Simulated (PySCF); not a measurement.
Spectrum to structure. Method: PySCF 2.14.0, density-fitted response routines, TDDFT PBE0/def2-SVPD, vertical, gas phase, core orbitals frozen in the response. Geometries: GFN2-xTB, one conformer each. Ions are computed without counter-ions or solvent.

| state | E (eV) | λ (nm) | f |
| --- | --- | --- | --- |
| S1 | 3.96 | 313.1 | 0.0031 |
| S2 | 4.23 | 292.9 | 0.149 |
| S3 | 4.42 | 280.8 | 0.014 |
| S4 | 4.91 | 252.7 | 0.237 |
| S5 | 4.97 | 249.2 | 0.019 |
| S6 | 5.46 | 226.9 | 0.064 |

Triplets computed (Tamm–Dancoff): 2.72, 3.83 eV.

Orbital energies (eV): HOMO-3 -14.47, HOMO-2 -14.21, HOMO-1 -13.83, HOMO -13.67, LUMO -8.74, LUMO+1 -4.57, LUMO+2 -3.37.

Question: Which structure fits?
A. `C[C+](CCF)C1CC1`
B. `C#C[C@@H](C#[O+])CC`
C. `[C+](C=C)(CF)CCC`

Answer: C. Its S1, at 3.96 eV, is the lowest among the candidates; the nearest of the others has S1 at 4.31 eV. S1 is HOMO-1→LUMO (79%), HOMO→LUMO (18%). Löwdin shares by element: HOMO carbon 60% or more (atoms not listed hold the other 40%); LUMO carbon 75% or more (atoms not listed hold the other 25%). At the same level the other candidates give, for their lowest levels:
- `C[C+](CCF)C1CC1`: 4.93 eV (f 0.004); 5.17 eV (f 0.084); 5.29 eV (f 0.078); 5.95 eV (f 0.224); 6.14 eV (f 0.019); T1 3.92 eV; HOMO -13.90, LUMO -7.76 eV
- `C#C[C@@H](C#[O+])CC`: 4.31 eV (f 0.001); 4.48 eV (f 0.008); 4.57 eV (f 0.001); 4.93 eV (f 0.072); 5.83 eV (f 0.000); T1 4.03 eV; HOMO -13.37, LUMO -7.72 eV

Conformer computed: `[CH2:1]=[CH:2][C+:3]([CH2:4][F:5])[CH2:6][CH2:7][CH3:8]`: C1–C2–C3–C4 176°, C2–C3–C4–F5 -177°, C2–C3–C6–C7 96°, C3–C6–C7–C8 -177°.
